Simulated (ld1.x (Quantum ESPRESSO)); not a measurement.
## u(r) = r·R(r): atom against pseudo-atom (silicon (Si))

Columns: radius, all-electron u(r) and pseudo u(r) of the 3s shell (level -11.16 eV) of silicon in the configuration [Ne] 3s1.5 3p2.5; revPBE, scalar-relativistic, TM semilocal scheme, ld1.x (Quantum ESPRESSO) 7.5.

| r (bohr) | all-electron | pseudo |
| --- | --- | --- |
| 0.113 | 0.0928 | 0.0747 |
| 0.225 | -0.1857 | 0.1379 |
| 0.338 | -0.3278 | 0.1828 |
| 0.450 | -0.3158 | 0.2075 |
| 0.563 | -0.2093 | 0.2199 |
| 0.675 | -0.0613 | 0.2327 |
| 0.788 | 0.0977 | 0.2596 |
| 0.900 | 0.2462 | 0.3112 |
| 1.013 | 0.3775 | 0.3916 |
| 1.125 | 0.4858 | 0.4865 |
| 1.238 | 0.5730 | 0.5730 |
| 1.350 | 0.6394 | 0.6394 |
| 1.463 | 0.6879 | 0.6879 |
| 1.575 | 0.7194 | 0.7194 |
| 1.688 | 0.7364 | 0.7364 |
| 1.800 | 0.7409 | 0.7409 |
| 1.913 | 0.7352 | 0.7352 |
| 2.025 | 0.7213 | 0.7213 |
| 2.138 | 0.7009 | 0.7009 |
| 2.250 | 0.6757 | 0.6757 |
| 2.363 | 0.6468 | 0.6468 |
| 2.475 | 0.6157 | 0.6157 |
| 2.588 | 0.5829 | 0.5829 |
| 2.700 | 0.5496 | 0.5496 |
| 2.813 | 0.5160 | 0.5160 |
| 2.925 | 0.4830 | 0.4830 |

**Question.** How many radial nodes do the two functions have?

**Answer.** The all-electron 3s function has n − l − 1 = 2; the pseudo-wave has 0, since the states of the same l below it are removed with the core.

**Question.** At about which radius was the pseudo-wave matched?

**Answer.** 1.25 bohr, where the columns begin to agree (steps of 0.11 bohr).

**Question.** Is the pseudo-wave norm-conserving?

**Answer.** Yes: the TM semilocal scheme keeps the norm inside the radius equal to the all-electron one, which fixes the energy derivative of the logarithmic derivative at the level.
